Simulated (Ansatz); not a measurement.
Ansatz results at the PBE0-D4/def2-TZVP geometry: size of the dipole moment (ωB97M-V/def2-TZVPP) 2.34 D; LUMO energy (PBE0/def2-TZVPP) 0.27 eV; HOMO energy (B3LYP/def2-TZVPP) -7.65 eV.

Each molecule was computed in one conformer, which needn't be the lowest.

**Question.** Which molecule gave them?
A. `O[SiH](Cl)[Si](O)(O)O`
B. `F[SiH2]C[SiH](F)F`
C. `C=C[SiH2]O[SiH2]F`
D. `CN([SiH2]Cl)[SiH](O)F`

**Answer.** D. The others give `O[SiH](Cl)[Si](O)(O)O`: 1.38, -0.31, -7.72; `C=C[SiH2]O[SiH2]F`: 1.87, -0.60, -7.88; `F[SiH2]C[SiH](F)F`: 1.57, -0.01, -9.09.

B3LYP here is the variant with VWN-RPA as its local correlation; programs differ in this.
